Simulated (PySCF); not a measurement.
# Energy of As²⁺ (arsenic, charge +2) between two integer charges

The 4p alpha orbital of [Ar] 3d10 4s2 4p1 is emptied in steps (occupation f), with all orbitals relaxed, ending at [Ar] 3d10 4s2. Calculation: PySCF 2.14, in x2c-TZVPall (6s5p4d1f, 48 functions); scalar relativity by spin-free X2C-1e. The exact energy is a straight line in f; departures are measured from the line between the end points of the same method.

```tsv
f	UHF (eV)	LDA (eV)	PBE (eV)	PBE0 (eV)	r2SCAN (eV)	LC-wPBE (eV)	BHandHLYP (eV)	wB97X (eV)	r2SCAN0 (eV)	CAM-B3LYP (eV)
1	0.000	0.000	0.000	0.000	0.000	0.000	0.000	0.000	0.000	0.000
0.9	0.030	-0.451	-0.437	-0.320	-0.416	-0.069	-0.216	-0.104	-0.307	-0.208
0.7	0.069	-1.052	-1.016	-0.743	-0.961	-0.157	-0.503	-0.243	-0.709	-0.484
0.5	0.082	-1.252	-1.205	-0.879	-1.128	-0.180	-0.597	-0.291	-0.831	-0.574
0.3	0.068	-1.048	-1.006	-0.732	-0.927	-0.144	-0.499	-0.247	-0.682	-0.480
0.1	0.029	-0.447	-0.428	-0.310	-0.383	-0.058	-0.213	-0.107	-0.281	-0.204
0	0.000	0.000	0.000	0.000	0.000	0.000	0.000	0.000	0.000	0.000
```

**Question.** For r2SCAN, how does the orbital energy at f = 1 compare with the removal energy?

**Answer.** −ε = 23.596 eV against a total-energy difference of 28.228 eV. By Janak's theorem ε = ∂E/∂f, so the gap between them reflects the curvature. Along the path −ε is 24.550 (f = 0.9), 26.453 (f = 0.7), 28.324 (f = 0.5), 30.120 (f = 0.3), 31.727 (f = 0.1) eV.

```csv
method,E(f=0) − E(f=1) (eV),−ε at f=1 (eV),−ε at f=0.5 (eV)
UHF,27.391,27.725,27.387
LDA,28.173,23.166,28.185
PBE,28.019,23.163,28.049
PBE0,28.042,24.477,28.077
r2SCAN,28.228,23.596,28.324
LC-wPBE,28.206,27.425,28.243
BHandHLYP,27.990,25.586,28.001
wB97X,27.899,26.747,27.887
r2SCAN0,28.207,24.782,28.283
CAM-B3LYP,28.153,25.837,28.167
```

Reference removal energy between the ground levels: 28.349 ± 0.012 eV (measured; NIST Atomic Spectra Database, ionization energies). The calculation has no spin-orbit coupling. UHF lacks correlation.
